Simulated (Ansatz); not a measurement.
`C[SiH](O)O[SiH2]O` and `C[SiH](O)O[SiH](O)O` differ in one atom or group.

Ansatz, PBE0-D4/def2-TZVP geometries, multiplicity 1. Each molecule was computed in one conformer, which needn't be the lowest.

```csv
property,`C[SiH](O)O[SiH2]O`
HOMO energy (PBE0/def2-TZVPP) / eV,-8.29
LUMO energy (PBE/def2-TZVPP) / eV,-0.62
HOMO energy (ωB97M-V/def2-TZVPP) / eV,-10.57
size of the dipole moment (PBE/def2-TZVPP) / D,1.55
LUMO energy (B3LYP/def2-TZVPP) / eV,-0.07
HOMO energy (PBE/def2-TZVPP) / eV,-6.87
```

(1) What does the change do to each property? (Estimate.)

Answers

(1) Ansatz gave: 
| property | `C[SiH](O)O[SiH](O)O` | shift |
| --- | --- | --- |
| HOMO energy (PBE0/def2-TZVPP) / eV | -8.18 | 0.11 |
| LUMO energy (PBE/def2-TZVPP) / eV | -0.25 | 0.37 |
| HOMO energy (ωB97M-V/def2-TZVPP) / eV | -10.48 | 0.09 |
| size of the dipole moment (PBE/def2-TZVPP) / D | 2.32 | 0.77 |
| LUMO energy (B3LYP/def2-TZVPP) / eV | 0.25 | 0.32 |
| HOMO energy (PBE/def2-TZVPP) / eV | -6.73 | 0.14 |

With PBE0 the HOMO rises by 0.11 eV and the LUMO rises by 0.38 eV, so the gap widens by about 0.27 eV. PBE moves the HOMO by 0.14 eV and ωB97M-V by 0.09 eV. Dipoles are sizes alone; their direction can turn.

B3LYP here is the variant with VWN-RPA as its local correlation; programs differ in this.
